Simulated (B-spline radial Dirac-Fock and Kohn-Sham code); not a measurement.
ΔSCF core binding energies without Breit or QED terms, calculated with an atomic code on a B-spline grid.

A sound run for Ho²⁺ in the configuration [Xe] 4f11: The ground state converged in 11 iterations, with total energy -12620.79313 Ha, virial ratio 1.90915 and highest orbital energy -26.60 eV. ΔSCF binding energies: K (1s) 55882.9 eV, L3 (2p3/2) 8107.0 eV, M5 (3d5/2) 1370.3 eV.

A second run, with one unsound setting: The ground state converged in 14 iterations, with total energy -212.30417 Ha, virial ratio 28.51409 and highest orbital energy -3.82 eV. ΔSCF binding energies: K (1s) 19.50 eV, L3 (2p3/2) 18.66 eV, M5 (3d5/2) 17.05 eV.

```
iter   energy (Ha)        error
   1     -142.58704250  2.77e-01
   2      -80.09482478  1.21e+00
   3     -205.96565468  1.78e-01
   4     -210.76806608  9.90e-02
   5     -211.02567201  9.69e-02
   6     -212.03457597  3.61e-02
   7     -212.23862255  1.70e-02
   8     -212.30363445  1.11e-03
   9     -212.30409364  2.34e-04
  14     -212.30417024  3.19e-07
```

Q: Which fault fits the second run best?
A. damping too heavy
B. nuclear radius in wrong units
C. overfilled shell
D. too few iterations

A: B. The input had radius_factor = 100000.0: radius_factor inflates the nucleus far beyond its size, which weakens the binding of the inner electrons.
